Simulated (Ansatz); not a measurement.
A nudged elastic band was laid between two geometries of BrH + Cl3HSi (7 atoms, charge 0, multiplicity 1).

These are results of RKS PBE/def2-SVP in Ansatz 0.2.0, not measurements.

```yaml
movable_images: 5
climbing_image: yes
spring: 5.0 eV/Å²
optimiser: quadratic models (default)
start_path: through a guess of the saddle point
force_threshold: 0.03 eV/Å
iteration_limit: 60
end_points: relaxed
```

Initial state:

```xyz
7
Properties=species:S:1:pos:R:3
Si -0.840 -0.574 -0.171
Cl 1.058 -1.331 0.215
Cl -1.852 -1.928 -1.346
Cl -1.833 -0.326 1.613
H -0.704 0.727 -0.878
H 2.064 0.995 0.301
Br 2.106 2.437 0.266
```

Final state:

```xyz
7
Properties=species:S:1:pos:R:3
Si -1.016 0.438 -0.356
Cl 2.323 -1.624 1.037
Cl -0.792 -1.218 -1.554
Cl -1.383 -0.126 1.587
H -2.134 1.283 -0.861
H 2.146 -0.419 0.575
Br 0.856 1.665 -0.429
```

Task: What changes between the two ends?

Result: Bonds broken: Si1–Cl2, H6–Br7. Bonds formed: Si1–Br7, Cl2–H6. BrH + Cl3HSi becomes BrCl2HSi + ClH.

Task: What energy profile does the band end with?

Result: It converged. The highest image is number 3 of 0 to 6, 1.34 eV above the first end and 1.23 eV above the last; the last end lies 0.11 eV above the first. A vibrational analysis at the climbing image gives one clearly imaginary mode, 326i cm⁻¹: a first-order saddle point. The orbitals stay closed-shell, which can raise the energy where a bond breaks towards radicals; this wasn't checked here.

```csv
image,path coordinate (Å),energy (eV),Si1–Cl2 (Å),H6–Br7 (Å),Si1–Br7 (Å)
0,0.00,0.00,2.08,1.44,4.24
1,0.67,0.10,2.10,1.45,3.64
2,1.33,0.70,2.18,1.49,3.11
3,2.00,1.34,2.44,1.74,2.62
4,2.69,0.80,2.99,2.08,2.35
5,3.39,0.24,3.60,2.33,2.26
6,4.09,0.11,4.16,2.65,2.24
```

Task: What is the geometry of the highest image?

Result: 
```xyz
7
Properties=species:S:1:pos:R:3:forces:R:3
Si -0.609 -0.024 -0.199 0.00 0.00 0.00
Cl 1.406 -1.268 0.382 0.00 -0.01 0.00
Cl -1.213 -1.692 -1.305 0.00 0.00 0.00
Cl -1.442 -0.026 1.685 0.00 0.00 0.00
H -1.256 1.032 -1.029 0.00 0.00 0.00
H 1.843 0.191 0.418 0.00 0.01 0.00
Br 1.272 1.787 0.048 0.00 0.00 0.00
```

Task: What are the harmonic wavenumbers there?

Result: 326i, 34, 129, 162, 206, 246, 286, 462, 553, 578, 691, 820, 936, 1133, 2202 cm⁻¹.

Run time: 110 s on 2 threads of Arm Neoverse V1, with other jobs on the host, peak memory 0.17 GiB.
